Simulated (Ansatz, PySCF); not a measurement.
System: O2Zr, singlet: symmetric bend, bond length relaxed. Scanned: O-Zr-O angle. Other coordinates (Zr-O bond length) were minimised at PBE0/def2-TZVP.

Levels: RKS-PBE/def2-TZVP = restricted PBE/def2-TZVP, def2 effective core potentials past Kr (Ansatz, a quantum-chemistry and plane-wave program); CAM-B3LYP/def2-TZVP, def2 effective core potentials past Kr (PySCF); CCSD(T) on RHF/def2-TZVP, 2 core orbitals frozen, def2 effective core potentials past Kr (PySCF).

Energies relative to the lowest point of each profile, in kcal/mol; the last columns give the difference from CCSD(T):

| a / ° | RKS-PBE/def2-TZVP | CAM-B3LYP | CCSD(T) | RKS-PBE/def2-TZVP − CCSD(T) | CAM-B3LYP − CCSD(T) |
|---|---|---|---|---|---|
| 180 | 56.3 | 49.9 | 48.9 | 7.4 | 1.0 |
| 170 | 53.0 | 47.0 | 46.1 | 6.8 | 0.9 |
| 160 | 44.5 | 39.5 | 38.9 | 5.6 | 0.6 |
| 150 | 33.3 | 29.3 | 29.1 | 4.2 | 0.2 |
| 140 | 21.7 | 18.7 | 18.7 | 3.0 | -0.1 |
| 130 | 11.5 | 9.3 | 9.6 | 1.9 | -0.2 |
| 120 | 3.9 | 2.7 | 3.0 | 0.9 | -0.2 |
| 110 | 0.0 | 0.0 | 0.0 | 0.0 | 0.0 |
| 100 | 0.9 | 2.2 | 1.7 | -0.8 | 0.4 |
| 90 | 8.1 | 10.8 | 9.6 | -1.5 | 1.2 |
| 80 | 24.0 | 28.6 | 26.0 | -2.0 | 2.6 |

RKS-PBE/def2-TZVP is furthest from CCSD(T) at 180 (7.4 kcal/mol, above); its mean absolute difference over the points is 3.1 kcal/mol.

CAM-B3LYP is furthest from CCSD(T) at 80 (2.6 kcal/mol, above); its mean absolute difference over the points is 0.7 kcal/mol.
